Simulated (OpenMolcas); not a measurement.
Ce III: effect of the active space

```
Program             : OpenMolcas
Method              : SS-CASPT2 or its RAS form, IPEA 0.25 Eh, imaginary shift 0.1 Eh
Basis               : ANO-RCC-VDZP
Scalar Hamiltonian  : DKH2, point nucleus
Spin-orbit coupling : RASSI with atomic mean-field integrals over the reference wave functions, term energies averaged over their components
```

A. 2 electrons in 7 orbitals (4f); 2S+1 = 3 even, 21 roots; 2S+1 = 1 even, 28 roots; closed shells correlated: 5s 5p; CASPT2 step about 21 core-seconds
B. 2 electrons in 12 orbitals (RAS2 4f; RAS3 5d, at most 1 electron); 2S+1 = 3 even, 21 roots; 2S+1 = 1 even, 28 roots; 2S+1 = 3 odd, 35 roots; 2S+1 = 1 odd, 35 roots; closed shells correlated: 5s 5p; CASPT2 step roughly 10 core-minutes

Energies in cm⁻¹ above 4f² ³H₄, the measured ground level; measured values from Martin, Zalubas and Hagan, Atomic Energy Levels: The Rare-Earth Elements, NSRDS-NBS 60 (1978).

```tsv
Level	A	B	Measured
4f² ³H₄	0.0	0.0	0.0
4f² ³H₅	1664	1666	1528
4f² ³H₆	3420	3420	3127
4f² ³F₂	4070	4070	3763
4f² ³F₃	5140	5140	4765
4f² ³F₄ [57 %]	5420	5390	5006
4f² ¹G₄ [56 %]	7670	7620	7120
4f² ¹D₂	15530	15320	12835
4f² ¹I₆	20240	20240	17421
4f² ³P₀	20790	20370	16072
4f² ³P₁	21310	20890	16524
4f² ³P₂	22140	21730	17317
4f² ¹S₀	39320	39150	32839
```

B puts 4f 5d ¹G°₄ lowest.

Deviations, from unrounded energies. A percentage is the sum of absolute deviations over the sum of measured energies, with the sign that they share, or ± where signs differ.

```csv
Against measurement,Levels,A,B
mean absolute deviation (cm-1),12,2400,2200
fine structure of the ground term (%),2,+9.1,+9.2
other terms of the ground configuration (%),10,+20.9,+19.6
```

B lies closest to measurement on these levels. The largest miss of B in the table is 4f² ¹S₀, by +6300 cm-1. The ranking rests on the paired levels alone, and a cruder setting can come out closer through cancelling errors.

The two smallest mean deviations differ by little beside CASPT2's spread within terms, so their order carries little weight.

Between A and B the level of the table that moves most is 4f² ³P₁, by 420 cm-1 (lowest in B, highest in A). Moves below CASPT2's spread within the term are not significant.

Term energies are means over components that CASPT2 splits; among the terms shown or strongly mixed into the levels shown the widest spread is 1200 cm-1 (4f² ¹I, A). Over all roots computed the reference weight is 0.85 to 0.93 in A, 0.86 to 0.94 in B; the roots of lowest weight are the least certain, and an intruder state may touch them. Some levels mix across a computed gap that differs much from the measured one, so their mixing is not that of the real levels. Some terms miss by over 15 % even with CASPT2, which points to a basis or an active space too small for the shells correlated (holds for A). The lowest computed level is not the ground level that NIST lists (3H4) (holds for B). The CASPT2 spread within a term exceeds the gap to the next term for 4f² ¹I and 4f² ³P, so the order of their levels is uncertain (holds for B). Computed and measured levels are paired by configuration, term and J; levels that our copy of the source lacks, or whose pairing is in doubt (as where it misses far off the trend of its configuration), stay unpaired and out of the deviations. Only configurations of the active space appear. The table leaves out levels that lie high or whose names do not pair safely across all columns.

A share in square brackets marks a mixed level and gives the weight of the term that names it, the lowest over the columns. ° marks odd parity.
